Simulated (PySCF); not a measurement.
## Polarisability and C₆ of Ga⁺ (gallium, charge +1)

[Ar] 3d10 4s1 4p1, high-spin 3P determinant (an excited configuration). Computed with PySCF 2.14 in x2c-TZVPPall with one added diffuse shell each of s, p, d type (7s6p5d1f, 57 functions), with scalar relativity by spin-free X2C-1e. Coupled (time-dependent) response in atomic units; α is the mean over directions.

```
 method  mean α (bohr³)         α xx, yy, zz  C₆ (like pair)  S(−4)
    UHF           22.09  21.67, 22.95, 21.67           115.8  248.6
    PBE           21.24  19.51, 24.70, 19.51           109.3  244.1
   PBE0           21.14  19.81, 23.81, 19.81           108.8  236.0
r2SCAN0           20.66  19.61, 22.76, 19.61           107.2  214.5
  wB97X           21.33  19.93, 24.13, 19.93           110.4  240.1
```

S(−4) is the Cauchy moment in α(ω) = α(0) + S(−4) ω² + …

Spin-orbit coupling is absent.

α(iu) at r2SCAN0:

```tsv
u (hartree)	α(iu) (bohr³)
0	20.66
0.0500	20.14
0.100	18.74
0.200	14.79
0.300	11.13
0.500	6.518
0.750	3.846
1.00	2.569
1.50	1.421
2.00	0.9173
3.00	0.4805
5.00	0.2028
```

A single London oscillator, α(iu) = α/(1 + u²/ω²), gives C₆ = (3/4) ω α². Matching the computed C₆ needs ω = 4 × 107.2 / (3 × 20.66²) = 0.335 hartree.

For an ion, C₆ is the dispersion term alone; charge-induced terms of lower order in 1/R come first.

The components differ because the open shell of this determinant is not spherical; for a pure term their mean is the scalar polarisability.
